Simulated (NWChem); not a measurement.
Basis-set convergence for H₆AlP

SMILES: P.[AlH3]
```xyz
8

Al     1.2864    -0.5232     0.0000
H      1.1579    -1.3346     1.3865
H      1.1579    -1.3346    -1.3865
H      2.0604     0.8904     0.0000
P     -1.0641     0.4327     0.0000
H     -2.1834    -0.4574     0.0000
H     -1.4773     1.2742    -1.0798
H     -1.4773     1.2742     1.0798
```
Charge 0, spin multiplicity 1.

Program: NWChem. Structure: optimised with PBE/def2-SVP, a minimum by its harmonic frequencies.

Quantity: first vertical ionisation energy at the level G0W0@PBE0.

GW and range-separated runs recompute their integrals, the others keep them in memory, which bears on the times. The structure started from a generated list of species.

The cost column gives rough processor time relative to def2-SVP; each entry includes its own SCF.

```
basis       functions  first vertical ionisation energy (eV)  relative cost
----------  ---------  -------------------------------------  -------------
def2-SVP           66                                      ?              1
def2-SVPD          96                                   9.87        under 3
def2-TZVPD        140                                      ?              6
def2-TZVPP        168                                      ?              8
```

**Question.** Fill in the missing entries.

**Answer.** 
- def2-SVP, first vertical ionisation energy (eV): 9.84
- def2-TZVPD, first vertical ionisation energy (eV): 9.99
- def2-TZVPP, first vertical ionisation energy (eV): 10.12
